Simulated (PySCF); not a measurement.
## How methods differ on the ionisation energy of Mn⁺

Mn⁺ [Ar] 3d5 4s1 (7S) → Mn²⁺ [Ar] 3d5 (6S), as a difference of total energies. All numbers are calculated (PySCF 2.14, scalar relativity by spin-free X2C-1e, in x2c-TZVPPall with one added diffuse shell each of s, p, d, f type (7s6p5d3f1g, 80 functions)). Correlated levels: valence: [Ar] frozen; valence and next inner shell: [Ne] frozen. The calculations carry no spin-orbit coupling.

```tsv
method	ionisation energy (eV)
UHF	14.855
LDA	16.504
PBE	16.262
PBE0	15.948
r2SCAN	16.139
B2PLYP	15.643
M06	15.598
r2SCANh	16.046
PW91	16.332
MP2 (valence)	15.291
SCS-MP2 (valence)	15.000
MP2 (valence and next inner shell)	15.620
SCS-MP2 (valence and next inner shell)	15.340
```

Question: How much does correlation contribute at MP2 (valence and next inner shell)?

Answer: 15.620 − (14.855) = 0.765 eV, measured against UHF.

Errors of the correlated levels include the incompleteness of this basis and the frozen core.

For comparison: 15.640 eV (measured; NIST Atomic Spectra Database, ionization energies).
